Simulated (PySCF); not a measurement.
# Assigning NMR signals

Atoms are numbered as in `[F:1][CH2:2][SiH:3]1[SiH2:4][SiH2:5][CH2:6][SiH2:7][SiH2:8]1`; H(Xn) means a hydrogen on atom n. Ha(Si4), Ha(Si5), Ha(C6), Ha(Si7), Ha(Si8) are cis to C2 on the ring; Hb(Si4), Hb(Si5), Hb(C6), Hb(Si7), Hb(Si8) are trans to C2 on the ring.

PySCF calculation with GIAO PBE0/pcSseg-1 shieldings and coordinates at the GFN2-xTB level; one averaged value for each set of equivalent atoms, isolated molecule, single conformer, non-relativistic Hamiltonian.

Scale: ¹³C (186.93 ppm) and ¹H (31.72 ppm) against TMS (reference shieldings calculated alike).

Q: Assign these signals to the numbered atoms. ¹³C{¹H} NMR (computed): δ 82.0 (CH2), -14.4 (CH2).

A: 
| δ (ppm) | atoms | environment | reason |
| --- | --- | --- | --- |
| 82.0 | C2 | sp3 CH2 bonded to F and Si | the inductive effect lowers its shielding |
| -14.4 | C6 | sp3 CH2 bonded to 2 Si | an electropositive neighbour leaves it electron-rich and shielded |

Q: Assign these signals to the numbered atoms. ¹H NMR (300 MHz, computed): δ 5.21 (m, 2H), 4.36 (m, 2H), 4.12 (m, 2H), 4.07 (m, 1H), 3.55 (m, 2H), 3.51 (m, 2H), 0.18 (m, 1H), -0.07 (m, 1H).

A: 
5.21 → H(C2), hydrogen on an sp3 CH2 bonded to F and Si: its carbon carries F, which withdraws density
4.36 → Ha(Si5)/Ha(Si7), hydrogen on a silicon bonded to C, Si, in a 6-membered ring
4.12 → Hb(Si5)/Hb(Si7), hydrogen on a silicon bonded to C, Si, in a 6-membered ring
4.07 → H(Si3), hydrogen on a silicon bonded to C, 2 Si, in a 6-membered ring
3.55 → Ha(Si4)/Ha(Si8), hydrogen on a silicon bonded to 2 Si, in a 6-membered ring
3.51 → Hb(Si4)/Hb(Si8), hydrogen on a silicon bonded to 2 Si, in a 6-membered ring
0.18 → Hb(C6), hydrogen on an sp3 CH2 bonded to 2 Si: an electropositive neighbour shields it, as in TMS itself
-0.07 → Ha(C6), hydrogen on an sp3 CH2 bonded to 2 Si

Hb(Si5)/Hb(Si7) and H(Si3); Ha(Si4)/Ha(Si8) and Hb(Si4)/Hb(Si8) lie closer than the usual error of such a calculation, so a measured spectrum could show them in the other order.

Splittings by ¹⁹F in the carbon and heteronuclear signals aren't shown, as no couplings were computed. Shifts are as computed. Against solution values, carbons near 30 ppm lie about +3 ppm off and those near 130 ppm about +5 ppm. Of 1211 compounds with measured shifts, 218 miss one by over three times the rms of a fit or turn the order of signals round; such compounds aren't used in these exercises. No couplings were computed; multiplicities are counted from neighbouring protons, with m where these are inequivalent, close in shift, in a saturated or five-membered ring or joined by F or P, and br s for small geminal =CH2 splittings.
